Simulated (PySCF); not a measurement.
# The Se–O bond energy of SeO₃

Computed with PBE0/[Se def2-TZVP, O def2-TZVP], no relativity, density fitting, PySCF.

Each entry is the lowest minimum that a search over a few typed start shapes (and spin states, where more than one is plausible) found, or that minimum re-optimised at the stated level; isomers with ligand–ligand bonds, or fragments after loss of a ligand pair, can lie lower.

Total energies (Eh), which compare only within these settings: O atom -75.01862.

```csv
species,2S+1,group,E (Eh),ZPE (kJ/mol)
SeO₂,1,C2v,-2551.55834,14.6
SeO₃,1,D3h,-2626.66411,24.5
```

Q: What are De and D0 for SeO₃ → SeO₂ + O?

A: De = [(-2551.55834) + (-75.01862) − (-2626.66411)] × 2625.5 = 229 kJ/mol. The zero-point energy changes by -9.9 kJ/mol, so D0 = 219 kJ/mol.

Atoms and open shells are unrestricted, without spin–orbit or basis-set superposition corrections.
